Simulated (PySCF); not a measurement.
# CH10BFSi3

CH10BFSi3 is a small molecule, neutral, singlet. The structure, one conformer, was relaxed in the gas phase by PBE0-D3(BJ)/def2-SVP. No frequency run checks that it is a minimum.

SMILES: C[Si](F)([SiH3])B[SiH3]

Coordinates in Å:
```
Si1    -0.817    0.681    0.559
Si2    -1.592   -0.392   -1.410
C3      0.220    2.169    0.082
B4      0.136   -0.834    1.390
Si5     1.794   -1.566    0.507
F6     -2.130    1.227    1.377
H7     -2.482    0.538   -2.173
H8     -2.347   -1.644   -1.101
H9     -0.412   -0.745   -2.262
H10    -0.369    2.874   -0.524
H11     0.580    2.699    0.976
H12     1.094    1.846   -0.505
H13    -0.340   -1.480    2.294
H14     2.837   -1.918    1.522
H15     2.411   -0.643   -0.498
H16     1.405   -2.824   -0.213
```

Shieldings: GIAO PBE0/pcSseg-1. Shifts are against computed references at the same level: C TMS (σ 184.4 ppm), H TMS (σ 31.27 ppm), Si TMS (σ 352.0 ppm). Core levels by delta-SCF with SCAN, pcX-2 on the ionised atom and pcseg-1 elsewhere, spin-free X2C (2p3/2 is the spin-free 2p value less a third of a first-order spin-orbit splitting); from the vacuum level, for chosen atoms.

Task: Give the shieldings and core levels atom by atom.

Result: 
```tsv
atoms	bonded to	σ (ppm)	δ (ppm)	core level (eV)
Si1	1 B + 1 C + 1 F + 1 Si	302.0	50.0	2p3/2 106.96
Si2	1 Si + 3 H	465.5	-113.5	2p3/2 106.47
C3	1 Si + 3 H	186.4	-2.0	1s 290.43
B4	2 Si + 1 H	-37.4	-	-
Si5	1 B + 3 H	449.5	-97.6	-
F6	1 Si	383.0	-	1s 691.60
H7 H8 H9	1 Si	27.92	3.34	-
H10 H11 H12	1 C	30.37	0.90	-
H13	1 B	18.44	12.83	-
H14 H15 H16	1 Si	27.51	3.76	-
```

Values are those of this one static structure, with the three H of a rotating XH3 group averaged; atoms that internal rotation interchanges would show their mean in an NMR spectrum.

Core levels of B4 are left out, their hole states being strongly spin-contaminated.

Task: Which of Si1, Si2 holds its core electrons tightest, and by how much against the loosest?

Result: Si1 (bonded to 1 B + 1 C + 1 F + 1 Si), by 0.49 eV over Si2 (bonded to 1 Si + 3 H).

Task: By CAM-B3LYP/def2-SVPD (TDDFT singlets, Tamm-Dancoff triplets, ionisation by delta-SCF), where does absorption start, and what does vertical ionisation take?

Result: The lowest singlet lies at 3.33 eV (f 0.017), the strongest of the first 6 at 5.14 eV (f 0.081), the lowest triplet at 2.57 eV; vertical ionisation takes 9.42 eV.

The 3 runs behind this took 3.7 min in all, one thread each of Arm Neoverse V1 on a shared host, launched as `OMP_NUM_THREADS=1 python cluster_run.py task.json out`.
